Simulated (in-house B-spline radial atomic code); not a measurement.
# Ionising the fluorine ion F⁷⁺ with different functionals

Computed with a radial B-spline atomic code at the basis-set limit: non-relativistic Hamiltonian, point nucleus, spin-polarised at highest spin, spherical fractional occupations for the functionals, the average over the highest-spin determinants for Hartree-Fock. The ionisation energy is the difference of two self-consistent energies, 1s2 → 1s1, without Breit or QED terms; ε is the level of the shell that loses the electron (its least bound occupied spin orbital).

```json
{"method": "Hartree-Fock", "rung": "Hartree-Fock", "ΔSCF (eV)": "952.02", "-ε(1s) (eV)": "953.53"}
{"method": "HF fractional", "rung": "Hartree-Fock", "ΔSCF (eV)": "952.02", "-ε(1s) (eV)": "953.53"}
{"method": "LDA VWN5", "rung": "LDA", "ΔSCF (eV)": "946.17", "-ε(1s) (eV)": "894.39"}
{"method": "LDA PW92", "rung": "LDA", "ΔSCF (eV)": "946.14", "-ε(1s) (eV)": "894.38"}
{"method": "LDA exchange-only", "rung": "LDA", "ΔSCF (eV)": "942.13", "-ε(1s) (eV)": "891.52"}
{"method": "PBE", "rung": "GGA", "ΔSCF (eV)": "951.92", "-ε(1s) (eV)": "899.63"}
{"method": "PBEsol", "rung": "GGA", "ΔSCF (eV)": "949.18", "-ε(1s) (eV)": "897.08"}
{"method": "BLYP", "rung": "GGA", "ΔSCF (eV)": "953.00", "-ε(1s) (eV)": "900.52"}
{"method": "RPBE", "rung": "GGA", "ΔSCF (eV)": "953.11", "-ε(1s) (eV)": "900.28"}
{"method": "PW91", "rung": "GGA", "ΔSCF (eV)": "952.41", "-ε(1s) (eV)": "900.22"}
{"method": "BP86", "rung": "GGA", "ΔSCF (eV)": "953.65", "-ε(1s) (eV)": "900.46"}
{"method": "AM05", "rung": "GGA", "ΔSCF (eV)": "947.88", "-ε(1s) (eV)": "895.21"}
{"method": "OLYP", "rung": "GGA", "ΔSCF (eV)": "953.13", "-ε(1s) (eV)": "900.51"}
{"method": "TPSS", "rung": "meta-GGA", "ΔSCF (eV)": "953.45", "-ε(1s) (eV)": "903.83"}
{"method": "SCAN", "rung": "meta-GGA", "ΔSCF (eV)": "953.33", "-ε(1s) (eV)": "905.72"}
{"method": "r2SCAN", "rung": "meta-GGA", "ΔSCF (eV)": "953.33", "-ε(1s) (eV)": "905.72"}
{"method": "M06-L", "rung": "meta-GGA", "ΔSCF (eV)": "954.46", "-ε(1s) (eV)": "906.27"}
{"method": "revTPSS", "rung": "meta-GGA", "ΔSCF (eV)": "953.49", "-ε(1s) (eV)": "904.61"}
{"method": "PBE0", "rung": "global hybrid", "ΔSCF (eV)": "952.22", "-ε(1s) (eV)": "913.32"}
{"method": "B3LYP", "rung": "global hybrid", "ΔSCF (eV)": "952.93", "-ε(1s) (eV)": "911.15"}
{"method": "TPSSh", "rung": "global hybrid", "ΔSCF (eV)": "953.44", "-ε(1s) (eV)": "908.89"}
{"method": "M06-2X", "rung": "global hybrid", "ΔSCF (eV)": "953.66", "-ε(1s) (eV)": "926.14"}
{"method": "BHandHLYP", "rung": "global hybrid", "ΔSCF (eV)": "953.19", "-ε(1s) (eV)": "927.64"}
{"method": "r2SCAN0", "rung": "global hybrid", "ΔSCF (eV)": "953.30", "-ε(1s) (eV)": "917.83"}
{"method": "B97-1", "rung": "global hybrid", "ΔSCF (eV)": "953.41", "-ε(1s) (eV)": "911.67"}
{"method": "HSE06", "rung": "range-separated hybrid", "ΔSCF (eV)": "952.31", "-ε(1s) (eV)": "912.94"}
{"method": "wB97X", "rung": "range-separated hybrid", "ΔSCF (eV)": "955.35", "-ε(1s) (eV)": "913.19"}
{"method": "CAM-B3LYP", "rung": "range-separated hybrid", "ΔSCF (eV)": "952.81", "-ε(1s) (eV)": "913.01"}
{"method": "LC-wPBE", "rung": "range-separated hybrid", "ΔSCF (eV)": "952.05", "-ε(1s) (eV)": "905.81"}
```

Problem. Among the functionals, which spreads more, the ΔSCF values or the orbital energies?

Solution. The orbital energies: ΔSCF values span about 13.22 eV and the orbital energies 36.11 eV.

Problem. How do they compare with the NIST value?

Solution. NIST lists 953.898 eV (tabulated theory, ground level to ground level). Errors run from -11.77 to +1.46 eV; M06-2X is closest (-0.24 eV), but part of that can be cancellation, since the calculations leave out relativity, Breit-QED terms. Hartree-Fock also lacks correlation.
